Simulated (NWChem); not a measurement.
System meant: WNH$_{2}$SOCl; SMILES [W]([Cl])(=[O])(=[NH])[SH]

Input file for NWChem:

```
start job
memory heap 200 mb stack 900 mb global 1100 mb
geometry units angstroms noautoz
  W     -0.193480     0.021913    -0.007386
  O     -1.163284    -0.045832     1.383004
  N     -1.200433     0.088403    -1.430016
  H     -2.136356     0.083375    -1.830037
  Cl     1.145464    -1.833999    -0.139441
  S      0.944799     2.072412     0.085723
  H      0.954958     2.294918    -1.248060
end
basis spherical
  W library def2-svp
  O library def2-svp
  N library def2-svp
  H library def2-svp
  Cl library def2-svp
  S library def2-svp
end
dft
  xc xpbe96 cpbe96
  iterations 150
  mulliken
end
task dft energy
```

End of the output:

```
          Convergence Information
          -----------------------
          Convergence aids based upon iterative change in
          total energy or number of iterations.
          Levelshifting, if invoked, occurs when the
          HOMO/LUMO gap drops below (HL_TOL):  1.00D-02
          DIIS, if invoked, will attempt to extrapolate
          using up to (NFOCK): 10 stored Fock matrices.

                    Damping( 0%)  Levelshifting(0.5)       DIIS
                  --------------- ------------------- ---------------
          dE  on:    start            ASAP                start
          dE off:    2 iters        150 iters           150 iters

      Screening Tolerance Information
      -------------------------------
          Density screening/tol_rho:  1.00D-10
          AO Gaussian exp screening on grid/accAOfunc:  14
          CD Gaussian exp screening on grid/accCDfunc:  20
          XC Gaussian exp screening on grid/accXCfunc:  20
          Schwarz screening/accCoul:  1.00D-08

      Superposition of Atomic Density Guess
      -------------------------------------

      charge =      74.0 W (Tungsten)

      symmetry species            s     p     d     f
      number of basis functions = 7     6     5     1
      number of cont. functions = 6     3     2     1
      number of closed shells   = 6     4     2     1
      number of open shells     = 0     0     1     0
      open shell occupation     = 0     0     4     0
 ------------------------------------------------------------------------
 atomscf:atomd: error in atom scf                   0
 ------------------------------------------------------------------------
 ------------------------------------------------------------------------
  current input line :
    25: task dft energy
 ------------------------------------------------------------------------
 ------------------------------------------------------------------------
 This error has not yet been assigned to a category
 ------------------------------------------------------------------------
 For more information see the NWChem manual at https://nwchemgit.github.io

0:atomscf:atomd: error in atom scf:Received an Error in Communication
```

**Question.** Can this run be used? If not, why, and what is the fix?

**Answer.** The program stopped with an error. Cause: the def2 basis of a heavy element holds valence functions alone and wants its effective core potential (without it all electrons must fit into that basis). This input runs:
```
start job
memory heap 200 mb stack 900 mb global 1100 mb
geometry units angstroms noautoz
  W     -0.193480     0.021913    -0.007386
  O     -1.163284    -0.045832     1.383004
  N     -1.200433     0.088403    -1.430016
  H     -2.136356     0.083375    -1.830037
  Cl     1.145464    -1.833999    -0.139441
  S      0.944799     2.072412     0.085723
  H      0.954958     2.294918    -1.248060
end
basis spherical
  W library def2-svp
  O library def2-svp
  N library def2-svp
  H library def2-svp
  Cl library def2-svp
  S library def2-svp
end
ecp
  W library def2-ecp
end
dft
  xc xpbe96 cpbe96
  iterations 150
  mulliken
end
task dft energy
```
It converges to -1056.02475 Ha (PBE/def2-SVP with def2 effective core potentials on W).
